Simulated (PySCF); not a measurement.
Choosing a molecule for a target property.

Each SMILES stands for a single optimised conformer of the isolated species, non-relativistic unless stated; the electronic structure was computed with PySCF and density fitting.

Dipoles, sizes and rotational constants follow the conformer. The torsions of the flexible species, by atom-mapped SMILES:
- `[CH3:1][c:2]1[cH:3][n:4][n:5][n:6]1[SiH:7]([CH3:8])[CH3:9]`: N5–N6–Si7–C8 -74°
- `[CH3:1][O:2][c:3]1[s:4][cH:5][p:6][c:7]1[CH:8]1[CH2:9][CH2:10]1`: C1–O2–C3–S4 1°, P6–C7–C8–C9 34°
- `[CH3:1][O:2][CH:3]1[CH:4]=[CH:5][P:6]([C:7]([CH3:8])=[O:9])[CH:10]=[CH:11]1`: C1–O2–C3–C4 178°, C5–P6–C7–C8 68°
- `[CH3:1][CH:2]([CH3:3])[C:4](=[O:5])[OH:6]`: C1–C2–C4–O5 34°, H–O6–C4–C2 -178°
- `[CH2:1]=[CH:2][c:3]1[cH:4][p:5][cH:6][n:7]1[CH:8]1[CH2:9][CH2:10]1`: C1–C2–C3–C4 9°, C6–N7–C8–C9 -114°
- `[CH3:1][O:2][C@@H:3]1[SiH2:4][C@H:5]([CH3:6])[Si@H:7]1[S:8][CH3:9]`: C1–O2–C3–Si4 -76°, C5–Si7–S8–C9 167°

The conformers of `NP1Cc2ccccc2C1` aren't listed.

(1) Wanted: HOMO energy between -6.5 eV and -6 eV (PBE0/pcSseg-1) and HOMO–LUMO gap below 5.3 eV (PBE0/pcSseg-1), at GFN2-xTB geometries. Which candidate meets both?
A. `CC(C)C(=O)O`
B. `Cc1cnnn1[SiH](C)C`
C. `NP1Cc2ccccc2C1`
D. `C12C=CP(=NC)(C=C1)C=C2`
E. `COC1C=CP(C(C)=O)C=C1`
F. `COc1scpc1C1CC1`

(2) Wanted: dipole moment between 3 D and 4 D (PBE0/pcSseg-1) and smallest rotational constant below 0.92 GHz (GFN2-xTB), at GFN2-xTB geometries. Which candidate meets both?
A. `Cc1cnnn1[SiH](C)C`
B. `C=CC1=CP=CN1C1CC1`
C. `CN=P12C=CC(C=C1)C=C2`
D. `CC(C)C(=O)O`
E. `CO[C@@H]1[SiH2][C@H](C)[Si@H]1SC`

## Answers

(1) F. Computed values:
```csv
species,HOMO energy,HOMO–LUMO gap
CC(C)C(=O)O,-7.97 eV,8.34 eV
Cc1cnnn1[SiH](C)C,-7.14 eV,7.05 eV
NP1Cc2ccccc2C1,-6.69 eV,6.41 eV
COC1C=CP(C(C)=O)C=C1,-6.28 eV,5.50 eV
COc1scpc1C1CC1,-6.15 eV,5.02 eV
C12C=CP(=NC)(C=C1)C=C2,-5.89 eV,4.88 eV
```

(2) B. Computed values:
```csv
species,dipole moment,smallest rotational constant
CO[C@@H]1[SiH2][C@H](C)[Si@H]1SC,1.34 D,0.519 GHz
CC(C)C(=O)O,1.66 D,2.386 GHz
CN=P12C=CC(C=C1)C=C2,3.61 D,0.951 GHz
C=CC1=CP=CN1C1CC1,3.84 D,0.662 GHz
Cc1cnnn1[SiH](C)C,4.47 D,0.896 GHz
```
